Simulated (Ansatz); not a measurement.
`[CH3][GeH2][CH2]Br` + H₂Se → `[CH3][GeH2][SeH]` + `CBr`  (ligand exchange at a Ge–C bond)

Computed with Ansatz on PBE0-D4/def2-TZVP structures; ΔE is electronic, products minus reactants. CCSD(T)/CBS is the MP2 limit (def2-TZVPP, def2-QZVPP) plus CCSD(T) − MP2 in def2-TZVPP, frozen cores. DFT in def2-TZVPP. For Br, Ge, Se outer-core shells are correlated without core-valence functions, which leaves a few kJ/mol of doubt a bond. Scalar relativity is left out up to krypton. Each species was taken in one conformer, which may not be the lowest.

```json
{"level": "r2SCAN", "ΔE (eV)": "-0.84"}
{"level": "HF/def2-QZVPP", "ΔE (eV)": "-0.93"}
```

What does CCSD(T)/CBS give? (Best estimate.)

Ansatz gave: -0.77 eV. The listed levels differ from it by -0.07, -0.16 eV.

Largest T1 diagnostic among the species: 0.010.

In def2-TZVPP, CCSD(T) changes the Hartree–Fock value by +0.18 eV (the triples alone add +0.02 eV) and MP2 by +0.16 eV. The D4 term adds +0.04 eV with B3LYP and +0.02 eV with PBE0; it sums over pairs of atoms, weighted by their polarisabilities, and B3LYP, whose exchange is more repulsive, gets the larger term.

B3LYP here is the variant with VWN-RPA as its local correlation; programs differ in this.
